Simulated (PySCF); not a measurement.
Gas-phase reaction: 2 GeH2 + 2 Cl2 = GeH3Cl + GeHCl3

Computed with PySCF (xtb for GFN2) and rigid-rotor harmonic-oscillator thermochemistry at 1 bar. † marks an energy on the PBE0/def2-TZVP geometry and frequencies; other levels use their own. MP2 and CCSD(T) freeze the core. All species are closed-shell singlets. Ge: all electrons, no relativistic terms. GeH2: computed as isolated molecules; such fragments, hydroxides, amides, oligomers or adducts are transient or little studied in the gas. MP2 isn't extrapolated to the basis-set limit; its ΔH°(298 K) is -1026.9 kJ in def2-SVP and -1020.3 kJ in def2-TZVPP. CCSD(T) isn't extrapolated to the basis-set limit; its ΔH°(298 K) is -955.5 kJ in def2-SVP and -957.7 kJ in def2-TZVPP. The harmonic model lacks anharmonicity and excited electronic states, which grow with temperature; levels with a mode under 35 cm⁻¹ are left out.

```json
[
 {"level": "BLYP/def2-TZVP†", "ΔE electronic, kJ": "-847", "ΔH°(298 K), kJ": "-823", "ΔS°(298 K), J/K": "-293", "ΔG°(1000 K), kJ": "-535"},
 {"level": "CCSD(T)/def2-SVP†", "ΔE electronic, kJ": "-979", "ΔH°(298 K), kJ": "-956", "ΔS°(298 K), J/K": "-293", "ΔG°(1000 K), kJ": "-667"},
 {"level": "CCSD(T)/def2-TZVPP†", "ΔE electronic, kJ": "-981", "ΔH°(298 K), kJ": "-958", "ΔS°(298 K), J/K": "-293", "ΔG°(1000 K), kJ": "-669"},
 {"level": "GFN2-xTB", "ΔE electronic, kJ": "-734", "ΔH°(298 K), kJ": "-710", "ΔS°(298 K), J/K": "-285", "ΔG°(1000 K), kJ": "-431"},
 {"level": "MP2/def2-TZVPP†", "ΔE electronic, kJ": "-1044", "ΔH°(298 K), kJ": "-1020", "ΔS°(298 K), J/K": "-293", "ΔG°(1000 K), kJ": "-732"},
 {"level": "PBE/def2-SVP", "ΔE electronic, kJ": "-953", "ΔH°(298 K), kJ": "-930", "ΔS°(298 K), J/K": "-293", "ΔG°(1000 K), kJ": "-641"},
 {"level": "PBE/def2-TZVP†", "ΔE electronic, kJ": "-915", "ΔH°(298 K), kJ": "-891", "ΔS°(298 K), J/K": "-293", "ΔG°(1000 K), kJ": "-603"},
 {"level": "PBE0/def2-QZVP†", "ΔE electronic, kJ": "-957", "ΔH°(298 K), kJ": "-933", "ΔS°(298 K), J/K": "-293", "ΔG°(1000 K), kJ": "-645"},
 {"level": "PBE0/def2-TZVP", "ΔE electronic, kJ": "-964", "ΔH°(298 K), kJ": "-940", "ΔS°(298 K), J/K": "-293", "ΔG°(1000 K), kJ": "-652"},
 {"level": "LDA/def2-TZVP†", "ΔE electronic, kJ": "-995", "ΔH°(298 K), kJ": "-971", "ΔS°(298 K), J/K": "-293", "ΔG°(1000 K), kJ": "-683"},
 {"level": "ωB97M-V/def2-TZVP†", "ΔE electronic, kJ": "-950", "ΔH°(298 K), kJ": "-926", "ΔS°(298 K), J/K": "-293", "ΔG°(1000 K), kJ": "-638"}
]
```
ΔH° is lowest at MP2/def2-TZVPP† and highest at GFN2-xTB. No reference value is set beside these.
